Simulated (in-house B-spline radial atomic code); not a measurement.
B97-1 excitations of Cu⁺

Method: B97-1. Computed with an all-electron radial atomic-structure program (B-spline basis): linear response of the closed shell [Ar] 3d10 with the functional's adiabatic kernel; non-relativistic, point nucleus, no spin-orbit coupling, no double excitations, S, P, D and F terms only. Only terms of natural parity with L up to 3 were computed.

Without relativity these are model numbers for so heavy an element.

Command:
```bash
python run_td.py task.json out
```
Settings (radii: box in bohr, nucleus in fm):
```
Z                        29
electrons                28
configuration            [Ar] 3d10
hamiltonian              nr
method                   b97_1
box_radius               41.61
intervals                57
```

Cost of the run: 2.1 s on 1 thread of Arm Neoverse N1, with other jobs on the host.

The lowest states, in the order of their Tamm-Dancoff energies; the method's threshold (minus the highest occupied level) is 15.561 eV. Labels give the largest channel, * marks a mixed state, and oscillator strengths are full-response dipole values. Semilocal kernels can invert the small singlet-triplet splittings of Rydberg terms. Energies in eV:

| state | full response | Tamm-Dancoff | oscillator strength |
| --- | --- | --- | --- |
| 3d → 4s 3D | 2.605 | 2.629 | - |
| 3d → 4s 1D | 2.953 | 2.965 | - |
| 3d → 4p 3P | ? | ? | - |
| 3d → 4p 1F | 7.953 | 7.957 | - |
| 3d → 4p 3F | 7.950 | 7.964 | - |
| 3d → 4p 1P | 8.545 | 8.618 | 0.358 |
| 3d → 5s 3D | 11.790 | 11.794 | - |
| 3d → 5s 1D | 11.907 | 11.908 | - |
| 3d → 4d 3S | 12.519 | 12.537 | - |
| 3d → 4d 3D | ? | ? | - |

Task: Where does 3d → 4d 3D lie?

Result: At 12.818 eV in full response, 12.823 eV in Tamm-Dancoff.

Task: Where does 3d → 4p 3P lie?

Result: At 7.913 eV in full response, 7.932 eV in Tamm-Dancoff.

Task: How large is the singlet-triplet splitting of 3d → 4s (D terms) in Tamm-Dancoff?

Result: 0.336 eV, from the unrounded values.

Task: What polarisabilities and dispersion coefficient does the method give?

Result: Dipole 7.147 bohr³, quadrupole 51.47 bohr⁵, C6 23.81 hartree·bohr⁶ for two such species.
